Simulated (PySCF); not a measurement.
A geometry optimisation, step by step.

C2H8B2S.
Bonds: B1–B2, B2–C3, B2–S4, S4–C5. Hydrogens: H6, H7 on B1; H8, H9, H10 on C3; H11, H12, H13 on C5.

Method: PySCF 2.14.0, PBE0-D3(BJ)/def2-SVP geometry optimisation, gas phase; density fitting, grid level 1; the optimiser is geomeTRIC in internal coordinates, started from a GFN2-xTB structure with every atom displaced at random (about 0.01 Å). 6 of its 10 geometries are shown. The frame can shift and turn from step to step; on so coarse a grid that alone can change the energy by a few meV, and forces under 0.02 eV/Å are noise.

Step 0: E = -14377.9698 eV, largest atomic force 2.241 eV/Å
```
atom  x, y, z in Å  |  force x, y, z in eV/Å
B1     -0.660    1.154   -0.443   -0.186   0.893   0.038
B2     -0.537   -0.312    0.219    0.238  -1.632   0.661
C3     -1.765   -1.322    0.412    2.014   0.088   0.979
S4      1.080   -0.916    0.783   -0.889  -0.063  -0.179
C5      2.208    0.438    0.408   -1.260   0.405   0.674
H6     -0.893    2.147    0.191   -0.041   0.198   0.294
H7     -0.544    1.373   -1.598    0.127   0.008  -0.811
H8     -2.515   -0.868    1.024   -0.885   0.540   0.642
H9     -2.208   -1.559   -0.516   -0.753  -0.361  -1.564
H10    -1.453   -2.257    0.904   -0.031  -0.030  -0.040
H11     1.899    1.334    0.966    0.123   0.047  -0.080
H12     2.227    0.636   -0.643    0.087   0.235  -1.029
H13     3.165    0.135    0.740    1.455  -0.328   0.414
```

Step 2: E = -14378.1478 eV, largest atomic force 0.162 eV/Å
```
atom  x, y, z in Å  |  force x, y, z in eV/Å
B1     -0.632    1.073   -0.643   -0.036  -0.051   0.037
B2     -0.511   -0.406    0.141   -0.026   0.151   0.054
C3     -1.681   -1.453    0.292   -0.058  -0.043  -0.062
S4      1.019   -0.794    0.975    0.028  -0.067  -0.040
C5      2.116    0.625    0.673    0.044   0.002   0.011
H6     -0.930    2.073   -0.023   -0.024   0.003  -0.016
H7     -0.415    1.237   -1.824    0.044  -0.025  -0.002
H8     -2.477   -1.004    0.912    0.013  -0.006  -0.009
H9     -2.149   -1.677   -0.682    0.033   0.013   0.039
H10    -1.383   -2.402    0.763    0.010   0.018   0.005
H11     1.793    1.504    1.249   -0.013  -0.014  -0.013
H12     2.159    0.873   -0.397    0.007   0.001  -0.002
H13     3.124    0.338    1.003   -0.023   0.019  -0.004
```

Step 4: E = -14378.1557 eV, largest atomic force 0.076 eV/Å
```
atom  x, y, z in Å  |  force x, y, z in eV/Å
B1     -0.648    1.080   -0.621   -0.018   0.073  -0.006
B2     -0.520   -0.385    0.173    0.024  -0.052   0.006
C3     -1.679   -1.450    0.296    0.027   0.021   0.054
S4      1.030   -0.805    0.958   -0.008   0.004  -0.021
C5      2.122    0.621    0.667   -0.025   0.008   0.005
H6     -1.010    2.094   -0.060   -0.005  -0.015   0.004
H7     -0.362    1.210   -1.793    0.009  -0.019   0.001
H8     -2.490   -1.024    0.911   -0.012   0.002  -0.002
H9     -2.125   -1.664   -0.688   -0.014  -0.016  -0.038
H10    -1.369   -2.400    0.756   -0.002   0.000  -0.004
H11     1.787    1.494    1.243    0.002   0.001  -0.005
H12     2.168    0.873   -0.402    0.002  -0.004  -0.010
H13     3.130    0.342    1.002    0.019  -0.003   0.016
```

Step 5: E = -14378.1565 eV, largest atomic force under 0.02 eV/Å
```
atom  x, y, z in Å  |  force x, y, z in eV/Å
B1     -0.657    1.085   -0.614   -0.002   0.009   0.000
B2     -0.519   -0.383    0.177    0.003  -0.011  -0.013
C3     -1.675   -1.451    0.296    0.000   0.010   0.011
S4      1.033   -0.804    0.954    0.004   0.002  -0.003
C5      2.125    0.621    0.664    0.001  -0.004  -0.004
H6     -1.040    2.094   -0.059   -0.001  -0.001   0.004
H7     -0.354    1.212   -1.783   -0.002  -0.001   0.003
H8     -2.493   -1.029    0.907    0.001   0.000  -0.009
H9     -2.116   -1.667   -0.691    0.003  -0.005   0.004
H10    -1.364   -2.401    0.756   -0.002  -0.004   0.001
H11     1.781    1.500    1.225   -0.003   0.004  -0.002
H12     2.185    0.861   -0.408    0.004  -0.003   0.005
H13     3.129    0.349    1.017   -0.006   0.004   0.003
```

Step 7: E = -14378.1572 eV, largest atomic force 0.049 eV/Å
```
atom  x, y, z in Å  |  force x, y, z in eV/Å
B1     -0.669    1.089   -0.604    0.011  -0.047   0.005
B2     -0.515   -0.386    0.174   -0.016   0.028   0.003
C3     -1.666   -1.459    0.294   -0.013  -0.013  -0.025
S4      1.040   -0.801    0.949    0.009  -0.006   0.001
C5      2.127    0.628    0.657    0.011  -0.002   0.000
H6     -1.071    2.083   -0.038    0.004   0.011  -0.003
H7     -0.363    1.228   -1.770   -0.009   0.017   0.000
H8     -2.493   -1.036    0.892    0.004  -0.001  -0.003
H9     -2.096   -1.687   -0.696    0.011   0.004   0.015
H10    -1.354   -2.404    0.764    0.002   0.001   0.007
H11     1.753    1.520    1.179   -0.005   0.003  -0.001
H12     2.224    0.836   -0.417    0.002   0.000   0.004
H13     3.118    0.377    1.057   -0.009   0.005  -0.003
```

Step 9: E = -14378.1575 eV, largest atomic force 0.023 eV/Å
```
atom  x, y, z in Å  |  force x, y, z in eV/Å
B1     -0.684    1.087   -0.591    0.006  -0.017   0.001
B2     -0.510   -0.393    0.171   -0.010   0.009   0.019
C3     -1.650   -1.479    0.290   -0.002  -0.008  -0.011
S4      1.051   -0.794    0.942    0.001  -0.001  -0.005
C5      2.122    0.646    0.650   -0.001   0.005   0.004
H6     -1.084    2.070   -0.003    0.005   0.005  -0.004
H7     -0.396    1.250   -1.759   -0.006   0.004  -0.004
H8     -2.494   -1.057    0.862   -0.003  -0.003   0.002
H9     -2.056   -1.730   -0.704    0.004   0.002  -0.004
H10    -1.335   -2.412    0.782    0.003   0.004   0.004
H11     1.701    1.551    1.111   -0.001  -0.001   0.000
H12     2.276    0.811   -0.425   -0.001   0.001  -0.003
H13     3.094    0.437    1.115    0.003   0.000   0.001
```

Question: Summarise the path.

Answer: The energy falls by 18.10 kJ/mol from step 0 to step 9; nine tenths of that is first reached at step 2. It falls at every step. The largest force goes from 2.241 to 0.023 eV/Å. Among the bonds B1–B2 changes most, from 1.613 to 1.674 Å; the atoms move by 0.054 Å rms after alignment.

Question: Follow the three bonds and two angles with the largest change from start to end.

Answer: 
| step | E above end (kJ/mol) | largest force (eV/Å) | B1–B2 (Å) | C3–H9 (Å) | C5–H13 (Å) | H6–B1–H7 (°) | B2–C3–H10 (°) |
| --- | --- | --- | --- | --- | --- | --- | --- |
| 0 | 18.10 | 2.241 | 1.613 | 1.055 | 1.058 | 112.4 | 111.8 |
| 1 | 2.78 | 0.526 | 1.689 | 1.113 | 1.105 | 115.7 | 114.3 |
| 2 | 0.93 | 0.162 | 1.678 | 1.104 | 1.099 | 115.5 | 114.4 |
| 3 | 0.32 | 0.106 | 1.671 | 1.100 | 1.097 | 115.1 | 114.2 |
| 4 | 0.17 | 0.076 | 1.671 | 1.101 | 1.097 | 115.3 | 114.1 |
| 5 | 0.09 | under 0.02 | 1.673 | 1.103 | 1.098 | 115.6 | 114.1 |
| 6 | 0.06 | 0.025 | 1.674 | 1.103 | 1.098 | 115.8 | 114.1 |
| 7 | 0.02 | 0.049 | 1.675 | 1.103 | 1.098 | 116.0 | 114.2 |
| 8 | 0.01 | 0.046 | 1.674 | 1.103 | 1.098 | 116.0 | 114.2 |
| 9 | 0.00 | 0.023 | 1.674 | 1.103 | 1.098 | 115.8 | 114.2 |

The cost below is that of the whole optimisation. On Arm Neoverse V1, one thread (shared host), this took 47 s of wall time and 0.47 GiB of memory at its peak.
